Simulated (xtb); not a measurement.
xtb input:

```bash
xtb mol.xyz --gfn 2 --ohess tight --chrg -1 --uhf 0
```
mol.xyz:
```
12

N      2.05777743    -0.13151068    -0.88019354
Si     1.45365750     0.19782901     0.79847082
O     -0.12093887    -0.71327510     0.76738301
Si    -1.55490938    -0.10097395     0.15091031
N     -1.50026350     0.63994449    -1.41137198
H      1.44194121    -0.06955275    -1.64539770
H      2.58686538    -1.00550385    -0.91738213
H      0.80929268     1.54116811     0.42523475
H     -2.50033381    -1.27463246     0.00377747
H     -2.17248796     0.85450648     1.03748457
H     -1.27794000    -0.01312496    -2.13187973
H     -0.85423026     1.41689619    -1.38933955
```

Q: Which total energy does the run end on?

A: -17.19727 Eh (GFN2-xTB).

It need not be the lowest isomer of its formula. Whether it binds its extra electron was not tested at this geometry.
